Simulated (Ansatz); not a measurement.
C2HF3O2, charge -1, doublet, at the geometry of the source list (a state made from the parent by changing its charge; the spin is typed, not shown lowest) (a gas-phase anion, which may not be bound at this level); PBE0/cc-pVDZ (Ansatz, a quantum-chemistry and plane-wave program).

Here is a job for Ansatz.
Ansatz 0.2 input:
```yaml
crystal:
  periodic: [false, false, false]
  atoms:
    - {symbol: O, position_ang: [1.24100000, -0.78730000, 0.34200000]}
    - {symbol: C, position_ang: [0.60540000, 0.29700000, -0.04900000]}
    - {symbol: O, position_ang: [1.08720000, 1.34450000, -0.34540000]}
    - {symbol: C, position_ang: [-0.93040000, 0.01890000, -0.07510000]}
    - {symbol: F, position_ang: [-1.37440000, -0.33420000, 1.13520000]}
    - {symbol: F, position_ang: [-1.61140000, 1.09280000, -0.46180000]}
    - {symbol: F, position_ang: [-1.22270000, -0.97700000, -0.91730000]}
    - {symbol: H, position_ang: [2.20530000, -0.65460000, 0.37150000]}
basis:
  gaussian:
    orbitals: cc-pVDZ
    final_grid: {core_spheres: 6, valence_spheres: 12, degree: 29}
hamiltonian:
  xc: pbe0
total_charge: -1
magnetization: {spin_polarized: true, initial_magnetization: 1}
```

It wrote (shortened):

```
Functional definition: PBE0
950 factors; integrals over basis functions are off by at most 1.3e-3 eV
mean field evaluation 1: about -14314.4185 eV, gradient 3.6e1 eV
mean field evaluation 2: about -14304.0284 eV, gradient 6.3e1 eV
mean field evaluation 4: about -14319.2425 eV, gradient 4.6e0 eV
mean field evaluation 8: about -14319.6627 eV, gradient 4.1e-1 eV
mean field evaluation 16: about -14319.6634 eV, gradient 4.4e-4 eV
mean field -14319.66339883 eV, -526.2379236907 hartree, gradient 4.0e-5 eV, S^2 0.752797; 2 other end points of the search recorded, 0 dependent functions left out
reference -14319.66341323 eV, -526.2379242198 hartree; 29, 28 occupied and 74, 75 virtual orbitals, 950 factors
Total energy: -14319.66341323 eV, -526.2379242198 hartree
```
